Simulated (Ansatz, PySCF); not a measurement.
Process, species as SMILES: S[Si](S)(Cl)Cl -> [SH] (HS) + S[Si](Cl)Cl (the S-Si bond at the site shown breaks; other sites are not compared here)
Each molecule is optimised on its own at B3LYP-D3(BJ)/def2-TZVP (Ansatz, a first-principles code), one conformer each, not searched for the lowest.
Geometry of the first species:
SMILES: Cl[Si](S)(S)Cl
```xyz
7

S      1.8872     0.0742    -0.9528
Si    -0.0040     0.0035     0.0024
S     -1.1892    -1.4799    -0.9477
Cl     0.1202    -0.4107     2.0125
Cl    -0.7777     1.8926    -0.1880
H      2.1641    -1.2148    -0.6822
H     -2.0997    -1.5372     0.0415
```
Charge 0, spin multiplicity 1.

Property: bond dissociation energy (enthalpy at 298 K, with B3LYP-D3(BJ) rigid-rotor harmonic-oscillator terms from PySCF), in kcal/mol. Correlated levels leave the core frozen unless marked. Open shells are spin-unrestricted. Spin-orbit coupling is left out. No relativistic terms. CBS(X,Y): correlation extrapolated as X^-3; Hartree-Fock from the larger set.

CCSD(T)/CBS(aug-cc-pV(T+d)Z,aug-cc-pV(Q+d)Z) (Ansatz) gives 90.3 kcal/mol.

Question: Another calculation gave 84.8 kcal/mol. Which level was it?
(A) B3LYP/def2-TZVPD (Ansatz)
(B) LC-wPBE/def2-TZVPD (Ansatz)
(C) B97M-V/def2-TZVPD (Ansatz)
(D) CAM-B3LYP/def2-TZVPD (Ansatz)

Answer: B, LC-wPBE/def2-TZVPD (Ansatz). The others give 88.1 (B97M-V), 81.5 (CAM-B3LYP), 78.4 (B3LYP) kcal/mol.
